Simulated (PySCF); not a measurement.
Bi(F)2(OH) (BiF₂HO), SMILES [OH][Bi]([F])[F]. Atoms are numbered in the order given.

```xyz
5

Bi     0.0119     0.2711     0.0000
F      0.8506    -0.8541     1.4707
F      0.8506    -0.8541    -1.4707
O     -1.8229    -0.6844     0.0000
H     -1.7139    -1.6494     0.0000
```
Charge 0, spin multiplicity 1.

The structure is a stationary point at r2SCAN-D4/def2-SVP. The def2 effective core potentials stand for the cores of Bi; spin–orbit coupling is left out. One conformer was computed; it need not be the lowest.

Computed with ωB97X/def2-TZVPD run with PySCF.

Symmetry labels are those of the subgroup Cs that the program uses (full group Cs).

Problem. List the valence orbital energies around the gap with their symmetry. (An estimate is asked for; the answer gives what the named calculation found.)

Solution. 
| orbital | symmetry | energy (eV) |
|---|---|---|
| HOMO−7 | A" | -14.68 |
| HOMO−6 | A' | -14.17 |
| HOMO−5 | A' | -14.01 |
| HOMO−4 | A" | -13.58 |
| HOMO−3 | A" | -13.32 |
| HOMO−2 | A' | -12.92 |
| HOMO−1 | A" | -11.86 |
| HOMO | A' | -11.81 |
| LUMO | A" | 0.14 |
| LUMO+1 | A' | 0.27 |
| LUMO+2 | A' | 0.74 |
| LUMO+3 | A' | 1.76 |
